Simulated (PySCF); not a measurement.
# Spin states and ions at one geometry of [Ta3]+

PySCF 2.14.0, UKS r2SCAN, Ta def2-SVP with ECP60; non-relativistic Hamiltonian with scalar-relativistic core potentials where named; density fitting; no spin-orbit coupling; singlets restricted, open shells unrestricted. The geometry is relaxed for charge +1, triplet, vacuum:

```xyz
3

Ta    0.0000    0.0000    2.4037
Ta    0.0000    0.0000    0.0000
Ta    0.0000    0.0000   -2.4037
```

Energies count from the relaxed state; an electron taken off or put on is at rest in vacuum. Charges and spins are Mulliken's.

```
                     state  energy (eV)  spin squared  charge on Ta1 (e)  spin on Ta1 (e)  dipole about the centre of mass (D)
charge +1, triplet, vacuum         0.00          3.96               0.88             2.78                                 0.50
charge +1, singlet, vacuum         1.42          0.00               0.85             0.00                                 0.01
charge +1, quintet, vacuum         0.14          7.23               0.74             3.02                                 0.00
charge +2, doublet, vacuum        11.50          3.38               1.46             2.42                                 0.58
 charge 0, doublet, vacuum        -6.10          3.32               0.15             1.68                                 0.55
 charge 0, quartet, vacuum        -6.26          5.14               0.22             2.96                                 0.25
```

What does the state charge +2, quartet, vacuum give?

energy (eV) 10.90, spin squared 5.67, charge on Ta1 (e) 1.29, spin on Ta1 (e) 3.17, dipole about the centre of mass (D) 0.26.

With an electron taken off (quartet, the lower of the two states computed) the charges change, summed by element, by Ta +1.00 e. The vertical ionisation energy is 10.90 eV, against −ε(HOMO) = 9.05 eV over both spins of the relaxed state. The level lies 1.9 eV too high, as is usual for semilocal functionals and global hybrids, which keep a self-interaction error.

With an electron put on (quartet, the lower of the two states computed) the charges change, summed by element, by Ta -1.00 e. The vertical electron affinity is 6.26 eV, against −ε(LUMO) = 8.29 eV over both spins of the relaxed state.

Open shells may have lower solutions than those found. Hard to converge, so the more doubtful: charge +1, quintet, vacuum. Spin squared well over S(S+1) tells of spin contamination.

No frequency check is given that shows the relaxed geometry to be a minimum. The relaxed state is spin-contaminated (spin squared 3.96 against 2.00).
